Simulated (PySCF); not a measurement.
# Electron correlation in Al(2+) (aluminium, charge +2)

[Ne] 3s1, 2S determinant. Calculation: PySCF 2.14, in x2c-QZVPPall; the spin-free X2C one-electron Hamiltonian (Gaussian nucleus). Frozen: 1s2; 9 electrons correlated.

| level | correlation energy (mhartree) |
| --- | --- |
| CCSD | -165.35 |
| (T) | -1.21 |
| CCSD(T) | -166.56 |

Diagnostics: T1 = 0.0040, D1 = 0.0104, largest double amplitude 0.010.

Task: Is a single reference adequate?

Result: Yes: T1 lies below 0.03 and no double amplitude reaches 0.07.

This basis was not built for core-valence correlation, so the inner-shell part is incomplete.
